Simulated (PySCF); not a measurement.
# Computed records: AlBF₂H₃, AlBFH₄, Al₂BFH₃, CH₄FSi₂ and others

Computed with PySCF 2.14.0. Calculation on a computer-drawn molecule: optimised geometry and harmonic frequencies of an isolated molecule of the commonest isotopes, restricted reference for singlets and unrestricted otherwise, frozen core in MP2.

(1) AlBF₂H₃

Start structure:
```xyz
7
AlBF2H3
F      1.1523    -0.4326     1.6287
B      0.6754    -0.4414     0.3359
Al    -1.4103    -0.9801    -0.1571
F     -1.5911    -0.8675    -1.8574
H      1.5830    -0.1120    -0.4245
H     -2.4541     0.0650     0.5561
H     -1.7288    -2.5205     0.3077
```

| Property | Result |
| --- | --- |
| charge | -1 |
| multiplicity | 1 |
| method | MP2 |
| basis | aug-cc-pV(D+d)Z |
| rotational constants | 16.78, 2.241, 2.036 GHz |
| total energy | -467.9725 hartree |
| convergence status largest gradient component | 2.98e-05 hartree/bohr |

Drawn bonds:
```
atom  other atom  order
   1           2      1
   2           3      1
   3           4      1
   2           5      1
   3           6      1
   3           7      1
```

Optimised structure:
```xyz
7
AlBF2H3
F      1.1435    -0.4369     1.6462
B      0.6692    -0.4418     0.3229
Al    -1.4114    -0.9805    -0.1539
F     -1.6087    -0.8694    -1.8880
H      1.5957    -0.1090    -0.4211
H     -2.4434     0.0652     0.5656
H     -1.7184    -2.5166     0.3177
```

Modes:
```
frequency (cm⁻¹)  reduced mass (dalton)
           41.54                  3.181
           126.2                  6.639
           245.4                  11.96
           327.1                  1.158
           518.2                  4.457
           574.2                  1.138
           639.1                  6.313
           734.1                  1.266
             747                  1.633
           784.9                  1.085
            1027                  3.866
            1158                   1.48
            1694                  1.051
            1740                  1.027
            2419                  1.089
```

(2) AlBFH₄

Start structure:
```xyz
7
AlBFH4
F     -0.6361    -0.1367     1.3812
B      0.4537    -0.5613     0.6911
Al     0.8604    -0.5017    -1.4727
H      1.1954    -1.1298     1.5261
H      2.2936     0.2455    -1.6171
H      1.0230    -2.0775    -1.9954
H     -0.2260     0.2512    -2.3360
```

| Property | Result |
| --- | --- |
| charge | -1 |
| multiplicity | 1 |
| method | HF |
| basis | aug-cc-pV(D+d)Z |
| rotational constants | 32.81, 3.698, 3.491 GHz |
| total energy | -368.4166 hartree |
| convergence status largest gradient component | 1.921e-05 hartree/bohr |

Drawn bonds:
```
atom  other atom  order
   1           2      1
   2           3      1
   2           4      1
   3           5      1
   3           6      1
   3           7      1
```

Optimised structure:
```xyz
7
AlBFH4
F     -0.6588    -0.1114     1.3209
B      0.4682    -0.6127     0.7072
Al     0.8902    -0.5193    -1.4610
H      1.1917    -1.1196     1.5641
H      2.3336     0.2538    -1.6533
H      1.0228    -2.0703    -2.0047
H     -0.2837     0.2693    -2.2961
```

Modes:
```
frequency (cm⁻¹)  reduced mass (dalton)
           37.78                   1.39
           207.6                  3.358
           373.6                  1.067
           421.2                  2.329
           592.8                  1.865
           787.7                  1.597
           804.6                   1.05
           811.1                   1.06
           818.4                  1.113
            1089                  3.603
            1222                  1.526
            1656                  1.048
            1670                  1.049
            1746                  1.018
            2434                  1.086
```

(3) AlBFH₄

Start structure:
```xyz
7
AlBFH4
F     -0.6588    -0.1114     1.3209
B      0.4682    -0.6127     0.7072
Al     0.8902    -0.5193    -1.4610
H      1.1917    -1.1196     1.5641
H      2.3336     0.2538    -1.6533
H      1.0228    -2.0703    -2.0047
H     -0.2837     0.2693    -2.2961
```

| Quantity | Value |
| --- | --- |
| charge | -1 |
| multiplicity | 1 |
| method | MP2 |
| basis | aug-cc-pV(D+d)Z |
| rotational constants | 32.38, 3.693, 3.481 GHz |
| total energy | -368.8045 hartree |
| convergence status largest gradient component | 2.454e-05 hartree/bohr |

Drawn bonds:
```
atom  other atom  order
   1           2      1
   2           3      1
   2           4      1
   3           5      1
   3           6      1
   3           7      1
```

Optimised structure:
```xyz
7
AlBFH4
F     -0.6695    -0.1048     1.3214
B      0.4795    -0.6167     0.6942
Al     0.8881    -0.5172    -1.4645
H      1.1971    -1.1240     1.5634
H      2.3301     0.2510    -1.6470
H      1.0233    -2.0672    -1.9964
H     -0.2846     0.2688    -2.2941
```

Modes:
```
frequency (cm⁻¹)  reduced mass (dalton)
           45.82                  1.386
           194.8                  3.255
           346.3                  1.064
           407.6                  2.194
           569.5                  1.994
             745                   1.63
           767.9                  1.055
           773.3                  1.109
           775.5                  1.042
            1026                  3.919
            1154                  1.468
            1669                  1.049
            1684                  1.049
            1738                  1.019
            2402                  1.088
```

(4) Al₂BFH₃

Start structure:
```xyz
7
Al2BFH3
F     -2.1257     2.0426     1.7128
B     -0.9757     1.4803     1.8678
Al    -0.5101     0.5233     0.0691
Al    -0.7284    -1.2676    -1.8088
H     -0.9538     0.9156     2.8617
H     -0.7110    -1.9257    -3.2807
H     -1.0475    -2.1103    -0.5334
```

| Item | Value |
| --- | --- |
| charge | 0 |
| multiplicity | 2 |
| method | HF |
| basis | cc-pV(D+d)Z |
| rotational constants | 15.71, 1.319, 1.275 GHz |
| total energy | -609.6983 hartree |
| spin squared | 0.7873 |
| convergence status largest gradient component | 3.133e-05 hartree/bohr |

Drawn bonds:
```
atom  other atom  order
   1           2      1
   2           3      1
   3           4      1
   2           5      1
   4           6      1
   4           7      1
```

Optimised structure:
```xyz
7
Al2BFH3
F     -1.9230     2.5572     1.5396
B     -1.2592     1.4186     1.7815
Al    -0.2462     0.3843     0.1817
Al    -0.7444    -1.5279    -1.4831
H     -1.2411     1.0708     2.9375
H     -1.2511    -1.2156    -2.9529
H     -0.3872    -3.0293    -1.1158
```

Modes:
```
frequency (cm⁻¹)  reduced mass (dalton)
            59.8                  9.982
           99.74                  2.546
           140.7                  1.192
           230.1                  7.011
           329.5                  5.039
           370.4                  1.296
           539.8                  1.564
           554.3                  2.409
           751.1                  1.532
           825.9                  1.074
            1147                  1.498
            1265                  4.038
            1958                   1.03
            1961                  1.054
            2652                  1.088
```

(5) Al₂BFH₃

Start structure:
```xyz
7
Al2BFH3
F     -1.9230     2.5572     1.5396
B     -1.2592     1.4186     1.7815
Al    -0.2462     0.3843     0.1817
Al    -0.7444    -1.5279    -1.4831
H     -1.2411     1.0708     2.9375
H     -1.2511    -1.2156    -2.9529
H     -0.3872    -3.0293    -1.1158
```

| Property | Result |
| --- | --- |
| charge | 0 |
| multiplicity | 2 |
| method | MP2 |
| basis | cc-pV(D+d)Z |
| rotational constants | 32.48, 1.222, 1.177 GHz |
| total energy | -610.0708 hartree |
| spin squared | 0.7653 |
| convergence status largest gradient component | 4.067e-05 hartree/bohr |

Drawn bonds:
```
atom  other atom  order
   1           2      1
   2           3      1
   3           4      1
   2           5      1
   4           6      1
   4           7      1
```

Optimised structure:
```xyz
7
Al2BFH3
F     -1.7304     2.7474     1.6243
B     -1.2838     1.4909     1.8444
Al    -1.0214     0.1134     0.2429
Al    -0.7223    -1.6099    -1.5682
H     -1.0433     1.2029     2.9988
H     -1.0481    -1.2324    -3.0694
H     -0.2029    -3.0543    -1.1843
```

Modes:
```
frequency (cm⁻¹)  reduced mass (dalton)
           40.41                  5.872
           69.93                  6.512
           169.6                  1.239
           230.5                  6.412
             344                  2.803
           401.3                   1.78
           504.6                  1.124
           553.5                  5.257
           711.5                  1.497
           772.3                  1.077
            1099                  1.409
            1234                  4.852
            1950                  1.024
            1964                  1.061
            2608                  1.089
```

(6) CH₄FSi₂

Start structure:
```xyz
8
CH4FSi2
F      1.0937    -1.9766     0.8575
Si     0.4481    -0.8860    -0.1264
C      1.5908     0.4621    -0.5317
Si     3.3340     0.6425     0.0627
H     -0.8605    -1.3083    -0.4587
H      1.2709     1.2025    -1.1986
H      4.0658     1.8499    -0.3683
H      3.9781    -0.2611     0.9738
```

| Property | Result |
| --- | --- |
| charge | 1 |
| multiplicity | 1 |
| method | HF |
| basis | cc-pV(D+d)Z |
| rotational constants | 10.85, 2.513, 2.04 GHz |
| total energy | -717.2677 hartree |
| convergence status largest gradient component | 2.207e-05 hartree/bohr |

Drawn bonds:
```
atom  other atom  order
   1           2      1
   2           3      1
   3           4      2
   2           5      1
   3           6      1
   4           7      1
   4           8      1
```

Optimised structure:
```xyz
8
CH4FSi2
F      1.1343    -2.0005     0.8911
Si     0.5913    -0.8919    -0.0857
C      1.6166     0.4272    -0.5142
Si     3.2470     0.6600     0.0446
H     -0.7735    -1.1545    -0.5105
H      1.1929     1.1655    -1.1922
H      4.0369     1.8139    -0.3791
H      3.8754    -0.2947     0.9564
```

Modes:
```
frequency (cm⁻¹)  reduced mass (dalton)
           122.9                  6.516
           182.5                  2.917
           273.8                  1.132
           373.9                  4.177
           626.8                  1.308
           635.3                  1.707
           745.9                  1.224
           777.6                  1.858
           781.4                  1.092
           897.4                   1.61
             976                  2.202
            1032                  1.125
            1064                    2.3
            1274                  3.151
            2421                  1.028
            2454                  1.059
            2485                  1.046
            3306                  1.087
```

(7) BClFH₂Si

Start structure:
```xyz
6
BClFH2Si
F      1.7317    -0.6863     1.3161
Si     0.2282    -1.4994     1.5664
B     -1.1868    -0.9026     2.5961
Cl    -1.0127     0.3314     3.8626
H      0.3244    -2.3176     0.3887
H     -2.1944    -1.5581     2.6776
```

| Property | Result |
| --- | --- |
| charge | -1 |
| multiplicity | 1 |
| method | HF |
| basis | aug-cc-pV(D+d)Z |
| rotational constants | 10.05, 2.016, 1.707 GHz |
| total energy | -873.8219 hartree |
| convergence status largest gradient component | 2.528e-05 hartree/bohr |

Drawn bonds:
```
atom  other atom  order
   1           2      1
   2           3      1
   3           4      1
   2           5      1
   3           6      1
```

Optimised structure:
```xyz
6
BClFH2Si
F      1.6736    -0.6362     1.4372
Si     0.5100    -1.8161     1.7152
B     -1.0765    -0.9977     2.5890
Cl    -1.0858     0.4694     3.6976
H     -0.0084    -2.0571     0.3086
H     -2.1225    -1.5949     2.6599
```

Modes:
```
frequency (cm⁻¹)  reduced mass (dalton)
           99.08                  16.32
           183.1                  3.382
           270.3                  4.663
           460.5                  1.461
           539.4                  4.974
           717.1                  7.612
           776.8                  2.394
           801.4                   1.65
           861.3                  1.239
            1095                  1.297
            2074                   1.04
            2618                  1.092
```

(8) FH₄Si₂

Start structure:
```xyz
7
FH4Si2
F     -1.9330     1.5855     4.4590
Si    -0.5950     1.0386     3.5287
Si    -1.1763    -0.9383     2.6133
H     -0.7935     2.0774     2.3316
H     -0.9998    -1.9014     3.6481
H      0.0418    -1.2709     1.7328
H     -2.2078    -1.6041     1.8424
```

| Quantity | Value |
| --- | --- |
| charge | -1 |
| multiplicity | 1 |
| method | HF |
| basis | aug-cc-pV(D+d)Z |
| rotational constants | 14.59, 3.399, 2.915 GHz |
| total energy | -679.6933 hartree |
| convergence status largest gradient component | 9.012e-06 hartree/bohr |

Drawn bonds:
```
atom  other atom  order
   1           2      1
   2           3      1
   2           4      1
   3           5      1
   3           6      1
   3           7      1
```

Optimised structure:
```xyz
7
FH4Si2
F     -2.0469     1.5013     4.3690
Si    -0.5589     1.2222     3.5965
Si    -1.0026    -0.9754     2.6630
H     -0.8643     1.9249     2.2635
H     -0.9635    -2.0943     3.6693
H      0.0641    -1.3608     1.6704
H     -2.2915    -1.2311     1.9241
```

Modes:
```
frequency (cm⁻¹)  reduced mass (dalton)
           131.8                  1.173
           163.4                  4.593
           359.6                  4.806
           411.5                  1.094
           519.6                  1.402
           687.8                  18.41
           742.2                  1.154
           841.8                  1.103
           978.5                  1.113
            1018                  1.034
            1039                  1.036
            1969                   1.04
            2137                  1.047
            2146                  1.047
            2174                  1.024
```

(9) FH₄Si₂

Start structure:
```xyz
7
FH4Si2
F     -2.0469     1.5013     4.3690
Si    -0.5589     1.2222     3.5965
Si    -1.0026    -0.9754     2.6630
H     -0.8643     1.9249     2.2635
H     -0.9635    -2.0943     3.6693
H      0.0641    -1.3608     1.6704
H     -2.2915    -1.2311     1.9241
```

| Property | Result |
| --- | --- |
| charge | -1 |
| multiplicity | 1 |
| method | MP2 |
| basis | aug-cc-pV(D+d)Z |
| rotational constants | 14.28, 3.382, 2.892 GHz |
| total energy | -680.1259 hartree |
| convergence status largest gradient component | 3.327e-05 hartree/bohr |

Drawn bonds:
```
atom  other atom  order
   1           2      1
   2           3      1
   2           4      1
   3           5      1
   3           6      1
   3           7      1
```

Optimised structure:
```xyz
7
FH4Si2
F     -2.0633     1.5334     4.3900
Si    -0.5427     1.2139     3.6059
Si    -1.0124    -0.9627     2.6692
H     -0.8585     1.8631     2.2422
H     -0.9587    -2.1031     3.6540
H      0.0664    -1.3199     1.6751
H     -2.2944    -1.2378     1.9195
```

Modes:
```
frequency (cm⁻¹)  reduced mass (dalton)
           138.3                  1.466
           145.5                  2.444
           350.1                  3.034
           376.2                  1.193
           476.5                  1.545
           636.2                  18.33
           693.2                  1.156
             787                  1.097
           905.5                  1.114
             962                  1.032
           988.5                  1.034
            1940                  1.041
            2111                  1.044
            2124                  1.046
            2136                  1.029
```

(10) FH₅NSi₂

Start structure:
```xyz
9
FH5NSi2
F      1.2150    -0.1875     0.8911
Si     0.8745     1.1956     0.1962
N      1.3424     2.2480     1.6093
Si     0.9498     3.8651     2.1654
H      1.7748     1.4697    -0.9133
H     -0.5685     1.2882     0.0703
H      2.0746     1.7597     2.1340
H      1.5529     4.3021     3.3241
H     -0.1253     4.4856     1.3442
```

| Property | Result |
| --- | --- |
| charge | 1 |
| multiplicity | 1 |
| method | HF |
| basis | cc-pV(D+d)Z |
| rotational constants | 12.35, 2.086, 1.982 GHz |
| total energy | -734.5177 hartree |
| convergence status largest gradient component | 2.566e-05 hartree/bohr |

Drawn bonds:
```
atom  other atom  order
   1           2      1
   2           3      1
   3           4      1
   2           5      1
   2           6      1
   3           7      1
   4           8      1
   4           9      1
```

Optimised structure:
```xyz
9
FH5NSi2
F      0.4942    -0.0721     1.0859
Si     0.9193     1.2108     0.2426
N      1.5653     2.3857     1.4493
Si     0.8287     3.6270     2.2184
H      2.0125     0.8923    -0.6653
H     -0.2651     1.8506    -0.3234
H      2.5199     2.1972     1.7301
H      1.5685     4.3987     3.2094
H     -0.5529     3.9364     1.8743
```

Modes:
```
frequency (cm⁻¹)  reduced mass (dalton)
           56.12                  3.652
           204.5                  2.354
           218.8                  1.876
           355.2                  2.731
             588                  2.584
           645.3                  1.219
           725.8                  1.197
           774.4                  1.174
           803.8                  1.218
           846.4                  1.575
           926.2                  3.907
           983.8                  1.237
            1015                  1.148
            1025                  1.181
            1095                  2.405
            1331                  1.479
            2425                  1.031
            2440                  1.026
            2457                  1.053
            2485                  1.062
            3702                  1.075
```
